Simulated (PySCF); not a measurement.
## J couplings in C4H8B2GeO

Molfile (atoms numbered from 1):
```
C4H8B2GeO
     RDKit          3D

 16 16  0  0  0  0  0  0  0  0999 V2000
    3.0770   -0.1868    0.1267 Ge  0  0  0  0  0  4  0  0  0  0  0  0
    1.4925   -0.9900   -0.1821 O   0  0  0  0  0  0  0  0  0  0  0  0
    0.2436   -0.4754   -0.1160 B   0  0  0  0  0  0  0  0  0  0  0  0
   -0.9655   -1.4310   -0.4454 C   0  0  0  0  0  0  0  0  0  0  0  0
   -2.2367   -0.9726   -0.3881 C   0  0  0  0  0  0  0  0  0  0  0  0
   -2.5147    0.5145   -0.0055 B   0  0  0  0  0  0  0  0  0  0  0  0
   -1.3219    1.4720    0.3383 C   0  0  0  0  0  0  0  0  0  0  0  0
   -0.0475    1.0250    0.2795 C   0  0  0  0  0  0  0  0  0  0  0  0
    3.2340    0.9770   -0.8647 H   0  0  0  0  0  0  0  0  0  0  0  0
    4.1105   -1.2904   -0.1200 H   0  0  0  0  0  0  0  0  0  0  0  0
    3.0963    0.3047    1.5825 H   0  0  0  0  0  0  0  0  0  0  0  0
   -0.7622   -2.4753   -0.7213 H   0  0  0  0  0  0  0  0  0  0  0  0
   -3.0661   -1.6539   -0.6198 H   0  0  0  0  0  0  0  0  0  0  0  0
   -3.6506    0.9375    0.0196 H   0  0  0  0  0  0  0  0  0  0  0  0
   -1.5118    2.5164    0.6197 H   0  0  0  0  0  0  0  0  0  0  0  0
    0.7738    1.7200    0.5150 H   0  0  0  0  0  0  0  0  0  0  0  0
  1  2  1  0
  2  3  1  0
  3  4  1  0
  4  5  2  0
  5  6  1  0
  6  7  1  0
  7  8  2  0
  8  3  1  0
  1  9  1  0
  1 10  1  0
  1 11  1  0
  4 12  1  0
  5 13  1  0
  6 14  1  0
  7 15  1  0
  8 16  1  0
M  END
```

Couplings: B3LYP/pcJ-1 (pcSseg-1 on Ge) (spin–dipole term only in couplings to heteroatoms) in PySCF 2.14.0 with density-fitted response routines, geometry PBE0-D3(BJ)/def2-SVP; gas phase, one conformer, non-relativistic. Couplings are averaged over pairs made equivalent by symmetry, fast rotation or ring inversion, so a value needn't be that of the named pair in this geometry, while other rotamers aren't included; one pair stands for each set, and the list holds a selection of those of at least 0.8 Hz over up to four bonds, among pairs with at least one B or C or H atom (others weren't computed).

Isotopes: 13C, 1H, 11B, 17O. Couplings to quadrupolar nuclei such as 17O and 33S are rarely resolved in practice.

```json
{"pair": "O2, B3", "bonds": "1", "J (Hz)": "?"}
{"pair": "B3, C4", "bonds": "1", "J (Hz)": "73.9"}
{"pair": "C4, C5", "bonds": "1", "J (Hz)": "?"}
{"pair": "C4, H12", "bonds": "1", "J (Hz)": "?"}
{"pair": "C5, B6", "bonds": "1", "J (Hz)": "64.8"}
{"pair": "C5, H13", "bonds": "1", "J (Hz)": "150.9"}
{"pair": "B6, H14", "bonds": "1", "J (Hz)": "129.8"}
{"pair": "O2, C4", "bonds": "2", "J (Hz)": "-7.1"}
{"pair": "O2, H9", "bonds": "2", "J (Hz)": "-7.0"}
{"pair": "B3, C5", "bonds": "2", "J (Hz)": "3.7"}
{"pair": "C4, C8", "bonds": "2", "J (Hz)": "9.5"}
{"pair": "C5, H12", "bonds": "2", "J (Hz)": "-5.7"}
{"pair": "B6, H13", "bonds": "2", "J (Hz)": "?"}
{"pair": "O2, C5", "bonds": "3", "J (Hz)": "-3.0"}
{"pair": "B3, B6", "bonds": "3", "J (Hz)": "9.6"}
{"pair": "B3, H9", "bonds": "3", "J (Hz)": "1.1"}
{"pair": "B3, H13", "bonds": "3", "J (Hz)": "10.2"}
{"pair": "C4, H14", "bonds": "3", "J (Hz)": "?"}
{"pair": "C4, H16", "bonds": "3", "J (Hz)": "2.9"}
{"pair": "C5, H15", "bonds": "3", "J (Hz)": "6.0"}
{"pair": "B6, H12", "bonds": "3", "J (Hz)": "9.1"}
{"pair": "H12, H13", "bonds": "3", "J (Hz)": "16.0"}
{"pair": "H13, H14", "bonds": "3", "J (Hz)": "?"}
{"pair": "O2, H13", "bonds": "4", "J (Hz)": "-1.0"}
{"pair": "H12, H16", "bonds": "4", "J (Hz)": "?"}
{"pair": "H13, H15", "bonds": "4", "J (Hz)": "?"}
```

Task: Estimate the withheld couplings, with signs.

Result: 
- 1J(O2,B3) = -5.2 Hz (bond length 1.352 Å)
- 1J(C4,C5) = 51.1 Hz (bond length 1.352 Å)
- 1J(C4,H12) = 146.7 Hz (bond length 1.099 Å, sp2 carbon)
- 2J(B6,H13) = 4.7 Hz (angle at C5 121°)
- 3J(C4,H14) = 6.9 Hz (dihedral angle 178°)
- 3J(H13,H14) = 4.2 Hz (dihedral angle 1°)
- 4J(H12,H16) = 2.1 Hz
- 4J(H13,H15) = 1.5 Hz

Relativistic effects of the heavier atoms present are left out.
